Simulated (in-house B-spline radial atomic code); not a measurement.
# How G0W0 and RPA depend on the start: Si⁷⁺

Configuration [He] 2s2 2p3, highest spin. Computed with an all-electron radial atomic-structure program (B-spline basis): all electrons, scalar-relativistic (spin-free one-electron X2C), finite nucleus, each spin shell either full or empty, empty states to l = 9 with an (l + 1/2)⁻⁴ tail; G0W0 by contour deformation at full frequency.

| start | mean-field 2p up (eV) | G0W0 (eV) | QP weight | RPA correlation (Eh) |
| --- | --- | --- | --- | --- |
| Hartree-Fock | -305.62 | -304.63 | 0.986 | -0.34616 |
| LDA VWN5 | -281.05 | -303.84 | 0.968 | -0.39541 |
| PBE | -281.32 | -303.70 | 0.969 | -0.39503 |
| PBE0 | -287.61 | -304.02 | 0.976 | -0.37964 |
| r2SCAN | -284.07 | -303.87 | 0.973 | -0.38668 |
| HSE06 | -287.11 | ? | ? | ? |
| B3LYP (VWN-RPA) | -286.50 | -303.95 | 0.975 | -0.38265 |
| SCAN | -284.26 | ? | ? | ? |
| TPSS | -281.96 | -303.74 | 0.971 | -0.39115 |
| BHandHLYP | -293.84 | -304.24 | 0.980 | -0.3671 |
| CAM-B3LYP | -288.46 | -304.05 | 0.977 | -0.37766 |
| LC-wPBE | -287.27 | -304.08 | 0.976 | -0.37912 |
| wB97X | -288.88 | -304.02 | 0.978 | -0.37456 |
| PBEsol | -281.01 | -303.77 | 0.968 | -0.39484 |
| BLYP | -281.32 | -303.65 | 0.969 | -0.39522 |
| r2SCAN0 | -289.64 | -304.11 | 0.978 | -0.37443 |
| LDA exchange-only | -279.37 | -303.88 | 0.967 | -0.39508 |

(1) What G0W0 level, weight and RPA correlation energy follow from the HSE06 start?

(2) What G0W0 level, weight and RPA correlation energy follow from the SCAN start?

(3) How much of the dependence on the start does G0W0 remove?

Answers

(1) G0W0 level -304.01 eV, weight 0.976, RPA correlation -0.38069 hartree.

(2) G0W0 level -303.83 eV, weight 0.973, RPA correlation -0.38663 hartree.

(3) The mean-field levels span 26.3 eV and the G0W0 levels 0.978 eV. Against 303.59 ± 0.05 eV (NIST, semi-empirical) the G0W0 removal energies are off by +0.06 to +1.04 eV, with spin-orbit coupling, Breit and QED terms left out.
